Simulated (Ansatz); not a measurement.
Reaction (ligand exchange at a Ge–F bond): `[NH2][Ge][F]` + HCl → `[NH2][Ge][Cl]` + H–F

Gas-phase electronic energies from Ansatz, PBE0-D4/def2-TZVP geometries. CCSD(T)/CBS adds triple-zeta CCSD(T) − MP2 to the extrapolated MP2 energy (def2 sets, frozen cores). This one scheme is used for every species. DFT in def2-TZVPP. B3LYP here is the variant with VWN-RPA as its local correlation; programs differ in this. For Ge outer-core shells are correlated without core-valence functions, which leaves a few kJ/mol of doubt a bond. Scalar relativity is left out up to krypton. Each species was taken in one conformer, which may not be the lowest.

`[NH2][Ge][F]`:

Z-matrix (Å, degrees):
```
N
Ge 1 1.811
H 1 1.010 2 122.7
H 1 1.008 2 124.0 3 -180.0
F 2 1.768 1 94.5 3 -0.0
```

HCl:

```xyz
2

Cl   -0.076    0.603   -0.198
H     0.076   -0.603    0.198
```

`[NH2][Ge][Cl]`:

Z-matrix (Å, degrees):
```
N
Ge 1 1.811
H 1 1.008 2 122.4
H 1 1.009 2 124.3 3 -180.0
Cl 2 2.209 1 95.7 3 -179.9
```

H–F:

```xyz
2

F    -0.048    0.398   -0.225
H     0.048   -0.398    0.225
```

Q: Is it downhill or uphill in electronic energy at CCSD(T)/CBS, and by how much? (Estimate.)

A: Ansatz gave: Downhill: ΔE = -0.15 eV.

Q: What do these levels give: PBE-D4, r2SCANh-D4, B3LYP, LC-ωPBE, MP2/def2-SVP, MP2/CBS(def2)? (Best estimate.)

A: The calculation gave: PBE-D4 -0.13, r2SCANh-D4 -0.11, B3LYP -0.05, LC-ωPBE -0.01, MP2/def2-SVP 0.00, MP2/CBS(def2) -0.20 eV.

Largest T1 diagnostic among the species: 0.014.

At CCSD(T), def2-SVP lies +0.17 eV from the extrapolated value and def2-TZVPP +0.05 eV. In def2-TZVPP, CCSD(T) changes the Hartree–Fock value by −0.04 eV (the triples alone add −0.01 eV) and MP2 by −0.09 eV. From BLYP to BHLYP (50 % exact exchange), in def2-TZVPP and without D4, ΔE moves by −0.05 eV.
